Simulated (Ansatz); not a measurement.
Ansatz (an electronic-structure program) input:

Ansatz 0.2 input:
```yaml
crystal:
  periodic: [false, false, false]
  atoms:
    - {symbol: C, position_ang: [0.74148865, -1.28653962, -0.32335225]}
    - {symbol: Se, position_ang: [-0.21388692, 0.36606753, 0.09144170]}
    - {symbol: H, position_ang: [1.78584965, -1.11162642, -0.05722648]}
    - {symbol: H, position_ang: [0.67976908, -1.50618972, -1.38615624]}
    - {symbol: H, position_ang: [0.35760483, -2.10924229, 0.27447826]}
basis:
  gaussian:
    orbitals: aug-cc-pVDZ
magnetization: {spin_polarized: true, initial_magnetization: 1}
correlation: {method: ccsd_t, electrons: outside_noble_gas}
output: {forces: true}
```

**Question.** What final total energy does it print?

**Answer.** -2439.71182 Eh (CCSD(T)/aug-cc-pVDZ). The basis has 86 functions.

It need not be the lowest isomer of its formula.
